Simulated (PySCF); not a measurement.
# Solvent effects on NMR parameters

Geometry:
```csv
atom,x (Å),y (Å),z (Å)
C1,2.471,-0.465,-1.056
C2,1.257,-0.033,-0.680
C3,0.576,-0.413,0.614
B4,0.242,-1.819,-0.004
C5,-1.261,-1.761,-0.481
C6,-1.712,-0.322,-0.248
F7,-1.568,0.395,-1.432
C8,-0.786,0.264,0.829
C9,-0.785,1.783,0.882
H10,3.089,-1.086,-0.400
H11,2.893,-0.190,-2.026
H12,0.667,0.552,-1.393
H13,1.265,-0.354,1.467
H14,0.971,-2.780,-0.006
H15,-1.523,-2.126,-1.486
H16,-1.787,-2.432,0.229
H17,-2.775,-0.226,0.032
H18,-1.176,-0.118,1.790
H19,-0.135,2.145,1.693
H20,-0.424,2.215,-0.062
H21,-1.798,2.178,1.060
```

GIAO PBE0/pcSseg-1 in PySCF on one PBE0-D3(BJ)/def2-SVP conformer, non-relativistic, equivalent nuclei averaged. Solvents enter as an IEF-PCM continuum (benzene with ε = 2.3, dichloromethane with ε = 8.9) around the gas-phase geometry. Shifts are referred to TMS, BF3·OEt2, CFCl3 computed in the same medium.

Gas phase, δ in ppm: C1 139.9, C2 131.1, C6 99.5, C3 51.1, C8 44.6, C5 35.0, C9 13.8, B4 55.9, F7 -207.3, H11 6.06, H14 5.84, H12 5.63, H10 5.53, H17 4.88. Dipole moment 1.32 D.

Q: How does each δ change in the continuum?

A: 
| atoms | environment | Δδ, benzene | Δδ, dichloromethane |
| --- | --- | --- | --- |
| C1 | terminal =CH2 carbon | +0.9 | +1.7 |
| C2 | alkene CH | +0.6 | +1.3 |
| C6 | sp3 CH bonded to F | +0.9 | +1.8 |
| C3 | allylic sp3 CH bonded to B | +0.5 | +0.9 |
| C8 | sp3 CH in a ring | +0.2 | +0.4 |
| C5 | sp3 CH2 bonded to B | +0.3 | +0.7 |
| C9 | methyl carbon | +0.1 | +0.2 |
| B4 | boron bonded to 2 C, H, in a 5-membered ring | +0.2 | +0.4 |
| F7 | fluorine on an sp3 carbon | -1.6 | -3.0 |
| H11 | hydrogen on a terminal =CH2 carbon | +0.07 | +0.13 |
| H14 | hydrogen on a boron bonded to 2 C, in a 5-membered ring | -0.05 | -0.10 |
| H12 | hydrogen on an alkene CH | -0.02 | -0.03 |
| H10 | hydrogen on a terminal =CH2 carbon | +0.07 | +0.12 |
| H17 | hydrogen on an sp3 CH bonded to F | +0.08 | +0.15 |

Changes are relative to the gas phase. The dipole moment becomes 1.51 D in benzene, 1.74 D in dichloromethane.

Q: Which nuclei move most (in ppm), and what does the model miss?

A: F7 (fluorine on an sp3 carbon, -3.0 ppm) in dichloromethane. A continuum only polarises the solute; specific hydrogen bonds, the anisotropy of aromatic solvents and changes of geometry or conformer are outside it.
